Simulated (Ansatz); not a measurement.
One change: `N=CCN` becomes `N=CC(N)BF`.

Ansatz, PBE0-D4/def2-TZVP geometries, multiplicity 1. Each molecule was computed in one conformer, which needn't be the lowest.

| property | `N=CCN` |
| --- | --- |
| size of the dipole moment (PBE/def2-TZVPP) / D | 1.99 |
| HOMO energy (PBE0/def2-TZVPP) / eV | -7.03 |
| HOMO–LUMO gap (PBE0/def2-TZVPP) / eV | 6.96 |
| LUMO energy (B3LYP/def2-TZVPP) / eV | -0.36 |
| HOMO–LUMO gap (PBE/def2-TZVPP) / eV | 4.29 |
| HOMO–LUMO gap (ωB97M-V/def2-TZVPP) / eV | 11.65 |

Question: What does the change do to each property? (Best estimate.)

Answer: Computed: 
| property | `N=CC(N)BF` | shift |
| --- | --- | --- |
| size of the dipole moment (PBE/def2-TZVPP) / D | 2.24 | 0.25 |
| HOMO energy (PBE0/def2-TZVPP) / eV | -7.19 | -0.16 |
| HOMO–LUMO gap (PBE0/def2-TZVPP) / eV | 5.91 | -1.05 |
| LUMO energy (B3LYP/def2-TZVPP) / eV | -1.53 | -1.17 |
| HOMO–LUMO gap (PBE/def2-TZVPP) / eV | 3.45 | -0.84 |
| HOMO–LUMO gap (ωB97M-V/def2-TZVPP) / eV | 10.35 | -1.30 |

With PBE0 the HOMO falls by 0.16 eV and the LUMO falls by 1.20 eV, so the gap narrows by about 1.04 eV. PBE moves the HOMO by -0.22 eV and ωB97M-V by -0.12 eV. Dipoles are sizes alone; their direction can turn.

B3LYP here is the variant with VWN-RPA as its local correlation; programs differ in this.
